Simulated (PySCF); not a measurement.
**Nb₃N: from structure and modes to constants**

Level of theory: PBE0 in PySCF with N def2-TZVP, Nb def2-TZVP with ECP28; scalar-relativistic core potentials, no spin–orbit coupling; density-fitted integrals.

The singlet minimum has C3v symmetry. Masses (u): N 14.00307, Nb 92.90638.

```xyz
4
charge 0 multiplicity 1, angstrom
N     0.0000    0.0000   -1.3267
Nb    1.4101    0.0000    0.0668
Nb   -0.7051    1.2212    0.0668
Nb   -0.7051   -1.2212    0.0668
```

Harmonic wavenumbers (cm⁻¹): 304.3 (e, ×2), 370.2 (a1, ×1), 761.9 (e, ×2), 809.0 (a1, ×1).

(1) Find the principal moments of inertia and the rotational constants. What kind of rotor is it?

(2) What is the harmonic zero-point energy?

(3) Find the vibrational entropy and heat capacity at 298.15 K.

(4) Give the standard entropy (298.15 K, 1 bar) by its translational, rotational, vibrational and spin parts, and Cp.

## Answers

(1) About the centre of mass I = 303.01, 303.01, 554.23 u Å². With B = 16.8576/I this gives 0.05563, 0.05563, 0.03042 cm⁻¹. The molecule is an oblate symmetric top.

(2) Half the sum of all 6 wavenumbers, 3311/2 = 1656 cm⁻¹, which is 19.8 kJ/mol (1 cm⁻¹ = 0.0119627 kJ/mol).

(3) With u = 1.43878 ω/T, each mode gives S = R[u/(eᵘ−1) − ln(1−e⁻ᵘ)] and C = R u² eᵘ/(eᵘ−1)².
```json
{"ω (cm⁻¹)": "304.3 (×2)", "u": "1.468", "S (J/(mol K))": "5.83", "C (J/(mol K))": "6.97"}
{"ω (cm⁻¹)": "370.2", "u": "1.786", "S (J/(mol K))": "4.51", "C (J/(mol K))": "6.42"}
{"ω (cm⁻¹)": "761.9 (×2)", "u": "3.677", "S (J/(mol K))": "1.01", "C (J/(mol K))": "2.99"}
{"ω (cm⁻¹)": "809.0", "u": "3.904", "S (J/(mol K))": "0.84", "C (J/(mol K))": "2.66"}
```
The sums over all modes are S = 19.0 and C = 29.0 J/(mol K); the softest mode gives 31 % of the entropy (each member, where degenerate).

(4) Sackur–Tetrode with M = 292.72 u gives 179.7; rotation with symmetry number 3 gives 113.2; vibration 19.0; spin R ln 1 = 0.0. The total is 311.9 J/(mol K), and Cp = 4 R + 29.0 = 62.3 J/(mol K).

Stability towards spin polarisation was not tested. Only a few start shapes were tried, so a lower isomer may exist. The small gap makes a closed-shell description doubtful.
